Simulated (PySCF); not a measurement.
# TiI2: fields on a plane

Level of theory: PySCF, UPBE0, basis Ti def2-SVP, I def2-SVP with ECP28 (scalar-relativistic core potentials, no spin–orbit coupling, density fitting).

The triplet minimum has Ti–I 2.603 Å (×2); I–Ti–I 180.0°.

The plane holds Ti1 at (0.00, 0.00), I2 at (2.60, 0.00), I3 at (-2.60, 0.00) Å. Columns run from x = -4.65 to 4.95 Å, rows from y = 2.25 (top) to -1.95 Å, in steps of 0.3 Å. Other isomers or separated fragments may lie lower. Core electrons replaced by a potential are absent, the electrostatic potential uses the reduced nuclear charge, and values within about 0.7 Å of such atoms have no physical meaning.

Task: Give the electrostatic potential (V) (cut at 20 V). Every second row and column.

Result: 
```
-0.2 -0.2 -0.2 -0.2 -0.1  0.2  0.8  1.3  1.5  1.1  0.5  0.1 -0.1 -0.2 -0.3 -0.2 -0.2
-0.2 -0.1  0.3  0.9  0.9  0.7  1.8  3.2  3.6  2.5  1.1  0.7  1.0  0.6  0.0 -0.2 -0.2
-0.1  0.6  4.4 12.9 11.5  4.1  4.8 10.3 12.1  7.4  3.4  7.1 14.3  8.5  1.9  0.1 -0.2
 0.1  2.4 20.0 20.0 20.0 15.7 10.7 20.0 20.0 20.0  8.6 20.0 20.0 20.0  7.3  0.7 -0.1
 0.2  3.1 20.0 20.0 20.0 20.0 12.8 20.0 20.0 20.0 10.6 20.0 20.0 20.0  9.8  0.9 -0.1
 0.0  1.5 10.6 20.0 20.0  8.7  7.5 20.0 20.0 12.9  5.8 18.4 20.0 20.0  4.2  0.4 -0.1
-0.2  0.1  1.5  3.8  3.5  1.7  2.9  5.5  6.3  4.3  1.9  2.4  4.2  2.7  0.6 -0.1 -0.2
-0.2 -0.2 -0.2  0.0  0.1  0.4  1.1  2.0  2.2  1.6  0.7  0.2  0.1 -0.1 -0.2 -0.2 -0.2
```

Task: Give the electron density (e/Å³) (cut at 5 e/Å³). Lower edges of the bins (e/Å³): '_' 0.000, '.' 0.030, ':' 0.077, '-' 0.151, '=' 0.268, '+' 0.455, '*' 0.750, '#' 1.218, '%' 1.960, '@' 3.136; top 5.00, each point printed twice.

Result: 
```
__________________________________________________________________
____________......____________________________......______________
________....::::::............................::::::....__________
______..::----------::::......::::......::::----------::..________
____..::--==++++++==--::::::--====--::::::--==++++++==--::..______
__..::--++**####**++==------++####++------==++**####**++--::..____
__..::==**%%@@@@@@##++====++%%@@@@%%++====++##@@@@@@%%**==::..____
__..--==**@@@@@@@@%%**++==##@@@@@@@@##==++**%%@@@@@@@@**==--..____
__..--==**@@@@@@@@%%**++==##@@@@@@@@##==++**%%@@@@@@@@**==--..____
__..::==**%%@@@@@@##++====++%%@@@@%%++====++##@@@@@@%%**==::..____
__..::--++**####**++==------++####++------==++**####**++--::..____
____..::--==++++++==--::::::--====--::::::--==++++++==--::..______
______..::----------::::......::::......::::----------::..________
________....::::::............................::::::....__________
____________......____________________________......______________
```

Open d and f shells are described by one determinant, and the ground state may have another occupation or spin. Spin–orbit coupling, left out here, can matter for elements this heavy.
